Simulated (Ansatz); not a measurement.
```tsv
atom	x (Å)	y (Å)	z (Å)
O	0.0000	0.0000	-0.4540
O	0.0000	1.1456	0.2270
O	0.0000	-1.1456	0.2270
```

Basis set: 6-31G* (spherical functions). Left uncorrelated: 3 orbitals. Charge 0, multiplicity 1.

Computed with Ansatz (development build ahead of 0.2.0); each method stands on the lowest determinant of its kind that the runs found. Restricted open shells among the atoms or ions are ROHF, correlated in semicanonical orbitals with singles.

The atomization energy at this shape (free ground-state atoms in the same class of orbitals less the molecule, no zero-point energy) of singlet O₃:

```json
{"method": "RHF-MP2", "atomization energy": "6.08 eV"}
```

(1) What does RHF give?

Results:

(1) -3.18 eV. Caution: in another basis set an unrestricted determinant lies well below. Caution for RHF: the molecule lies well above its atoms at this level.
